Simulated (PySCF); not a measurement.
**Electronic structure of Mg⁺ (magnesium, charge +1) at the wB97X-V level**

Configuration: [Ne] 3s1, 2S determinant. Calculation: PySCF 2.14, in dyall-av3z; the non-relativistic Hamiltonian (point nucleus).

- Total energy: -199.7610 hartree
- One-electron energy: -275.6276 hartree
- Hartree (Coulomb) energy: 92.0937 hartree
- Exchange-correlation energy: -16.2270 hartree
- Kinetic energy: 199.45103 hartree
- ⟨S²⟩: 0.7500
- ⟨L²⟩: 0.000
- Sum of ⟨r⟩: 8.573 bohr
- Sum of ⟨r²⟩: 13.84 bohr²
- Density at the nucleus (Gaussians lack the cusp): 1090 bohr⁻³
- Spin density at the nucleus: 2.16 bohr⁻³
- Langevin diamagnetic susceptibility: -11.0 ×10⁻⁶ cm³/mol

```csv
shell,electrons,mean orbital energy (hartree),"rms radius, mean of both spins (bohr)"
1s α,1,-47.17082,0.152
1s β,1,-47.16726,0.152
2s α,1,-3.54459,0.763
2s β,1,-3.53817,0.763
2p α,3,-2.27818,0.777
2p β,3,-2.27356,0.777
3s α,1,-0.53773,3.00
```
